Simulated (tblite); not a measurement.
I, doublet; GFN1-xTB run with tblite 0.6.0.

Here is a job for tblite.
```
$ tblite run mol.xyz --method gfn1 --charge 0 --spin 1 --efield 0,0,0.1 --json tblite.json --no-restart

# file mol.xyz
1

I      0.00000000     0.00000000     0.00000000
```

The log (banner, timings and long lists left out):

```
xTB calculator
 | screened Coulomb repulsion
 | Coulomb electrostatics
 |  * isotropic Klopman-Ohno-Mataga-Nishimoto electrostatics
 |  * onsite third-order electrostatics
 | DFT-D3(BJ) dispersion correction
 | Interactions (1)
 | [1] electric field

halogen bonding energy    0.0000000000000E+00 Eh
repulsion energy          0.0000000000000E+00 Eh
dispersion energy         0.0000000000000E+00 Eh
interaction energy        0.0000000000000E+00 Eh
number of electrons       7.0000000000000E+00 e
integral cutoff           2.3808421393427E+01 bohr

------------------------------------------------------------
  cycle        total energy    energy error   density error
------------------------------------------------------------
      1     -3.885837532809  -3.8858375E+00   3.3696462E-02
      2     -3.885837532809  -3.5527137E-15   2.0217848E-02
      3     -3.885837532809  -4.4408921E-16   1.2129480E-06
------------------------------------------------------------

electronic energy        -3.8858375328088E+00 Eh
total energy             -3.8858375328088E+00 Eh

Post processing:
 | Mayer-Wiberg bond orders

[Info] JSON dump of results written to 'tblite.json'
```
